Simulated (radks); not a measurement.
Problem. All-electron atom: the gallium ion Ga+ in [Ar] 3d10 4s2. All-electron calculation, scalar-relativistic Kohn-Sham, LDA (Slater exchange, Perdew-Wang correlation), spin-polarised, spherical densities, finite nucleus; Fermi nuclear charge, rms radius 3.9973 fm. Program: a radial shooting solver on a logarithmic mesh with Libxc functionals. Some entries of the table are withheld. Estimate them.

| orbital | occ. | eigenvalue (hartree) | r(max) (bohr) |
|---|---|---|---|
| 1s | 2 | -375.5409 | 0.03183 |
| 2s | 2 | -46.61280 | 0.1827 |
| 2p | 6 | -40.66573 | (1) |
| 3s | 2 | -5.72565 | 0.5650 |
| 3p | 6 | -3.93333 | (2) |
| 3d | 10 | -1.02005 | 0.5310 |
| 4s | 2 | -0.61200 | 1.842 |

Solution. 
(1) 2p r(max) (bohr): 0.1464
(2) 3p r(max) (bohr): 0.5667
